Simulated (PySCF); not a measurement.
C4H3ClF2, SMILES C=C(F)/C(Cl)=C\F. Atoms are numbered in the order given.

```xyz
10

C     -2.1500     0.5586     0.0000
C     -1.0828    -0.2463     0.0000
F     -1.2512    -1.5781     0.0000
C      0.3281     0.1541     0.0000
Cl     0.6609     1.8704     0.0000
C      1.3970    -0.6639     0.0000
F      1.3143    -1.9873     0.0000
H     -3.1503     0.1241     0.0000
H     -2.0295     1.6394     0.0000
H      2.4225    -0.2863     0.0000
```

Geometry: B3LYP-D3(BJ)/def2-SVP. The structure was generated by enumeration; whether it is a known compound was not checked. Other conformers were not sampled.

Computed with r2SCAN/def2-TZVP run with PySCF.

The molecule is in vacuum.

Computed frontier levels, gap, dipole moment and polarisability:
The highest occupied level comes out as -6.21 eV and the lowest empty level is -2.20 eV. The orbital gap is 4.01 eV and the dipole moment comes out as 1.04 D. The quadrupole, principal values (traceless, Buckingham form, about the centre of nuclear charge) is -5.21, -2.97, 8.18 D·Å and the mean static polarisability is 64.8 bohr³ (9.60 Å³). The polarisability, principal values is 37.1, 64.6, 92.7 bohr³.
